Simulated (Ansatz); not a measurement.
Program: Ansatz. Geometries: PBE0-D4/def2-TZVP. ΔE: electronic, gas phase. CCSD(T)/CBS adds triple-zeta CCSD(T) − MP2 to the extrapolated MP2 energy (def2 sets, frozen cores). This one scheme is used for every species. DFT in def2-TZVPP. B3LYP here is the variant with VWN-RPA as its local correlation; programs differ in this. For Ge outer-core shells are correlated without core-valence functions, which leaves a few kJ/mol of doubt a bond. Scalar relativity is left out up to krypton. One conformer a species, not always the lowest.

Consider the ligand exchange at a Ge–O bond: `[NH2][GeH2][O][SiH](N)Cl` + NH₃ → `[NH2][GeH2][NH2]` + `N[SiH](O)Cl`.

| level | ΔE (kJ/mol) | difference from CCSD(T)/CBS |
| --- | --- | --- |
| r2SCAN-D4 | 53.5 | 1.1 |
| PBE0-D4 | 51.4 | -1.0 |
| ωB97X-V | 54.1 | 1.7 |
| ωB97M-V | 54.0 | 1.6 |
| B2PLYP | 50.1 | -2.3 |
| PBE | 43.2 | -9.2 |
| r2SCAN | 51.0 | -1.4 |
| B3LYP | 45.2 | -7.2 |
| HF/def2-TZVPP | 50.4 | -2.0 |
| SCS-MP2/def2-TZVPP | 54.6 | 2.2 |
| CCSD(T)/def2-TZVPP | 54.8 | 2.4 |
| HF/def2-QZVPP | 50.7 | -1.7 |
| MP2/def2-QZVPP | 53.4 | 1.0 |
| SCS-MP2/def2-QZVPP | 53.2 | 0.8 |
| HF/CBS(def2) | 50.7 | -1.7 |
| MP2/CBS(def2) | 52.3 | -0.1 |
| CCSD(T)/CBS | 52.4 | 0 |

Largest T1 diagnostic among the species: 0.011.

The D4 term adds +12.0 kJ/mol with B3LYP and +7.3 kJ/mol with PBE0; it sums over pairs of atoms, weighted by their polarisabilities, and B3LYP, whose exchange is more repulsive, gets the larger term. In def2-TZVPP, CCSD(T) changes the Hartree–Fock value by +4.4 kJ/mol (the triples alone add +1.8 kJ/mol) and MP2 by +4.2 kJ/mol.
